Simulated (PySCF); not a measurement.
# Two-component Hartree-Fock for Ho (holmium, neutral)

Start: [Xe] 4f11 5d2; 4f5/2 filled at m_j = -1/2, +1/2, +3/2, +5/2; 4f7/2 filled at m_j = -5/2, -3/2, -1/2, +1/2, +3/2, +5/2, +7/2; 5d5/2 filled at m_j = +3/2, +5/2. Calculated with PySCF 2.14 in x2c-TZVPall-2c: generalised Hartree-Fock with the X2C-1e Hamiltonian and a Gaussian nucleus; spin-orbit coupling (SO) screened by Boettger's factors. This is a chosen level, not necessarily the ground level.

```tsv
spinor shell	electrons	ε, screened SO (eV)	weight of nominal j (screened SO)	rms radius, screened SO (bohr)
1s1/2	2	-55885.9	1.000	0.0236
2s1/2	2	-9471.4	1.000	0.0952
2p1/2	2	-8996.7	1.000	0.0814
2p3/2	4	-8134.7	1.000	0.0881
3s1/2	2	-2167.1	1.000	0.245
3p1/2	2	-1959.5	1.000	0.236
3p3/2	4	-1775.1	1.000	0.250
3d3/2	4	-1423.3	0.999	0.223
3d5/2	6	-1382.4	1.000	0.226
4s1/2	2	-452.05	1.000	0.552
4p1/2	2	-368.85	0.997	0.566
4p3/2	4	-325.68	0.999	0.597
4d3/2	4	-188.95	0.953	0.639
4d5/2	6	-176.98	0.969	0.650
5s1/2	2	-59.524	1.000	1.39
5p1/2	2	-34.651	0.982	1.57
5p3/2	4	-29.149	0.991	1.70
4f7/2	7	-12.036	0.541	0.935
4f5/2	4	-12.720	0.628	0.925
5d5/2	2	-2.838	0.894	4.70
```

```json
{"quantity": "E (hartree)", "screened SO": "-12616.85441"}
{"quantity": "M_J", "screened SO": "23/2"}
{"quantity": "⟨J²⟩", "screened SO": "143.765"}
{"quantity": "⟨L²⟩", "screened SO": "90.535"}
{"quantity": "⟨S²⟩", "screened SO": "8.736"}
```

Each row is a mean over spinors that exchange with the open shell spreads, by up to 14.205 eV (4d5/2).

Rows whose weight is well below 1 are mixtures of j = l ± 1/2: exchange outweighs spin-orbit coupling there, and the label is only the starting occupation.

Breit and QED terms are absent; they matter most for the inner s and p1/2 levels.

Densities and radii are taken from the X2C orbitals without a picture-change correction, which distorts them close to the nucleus.
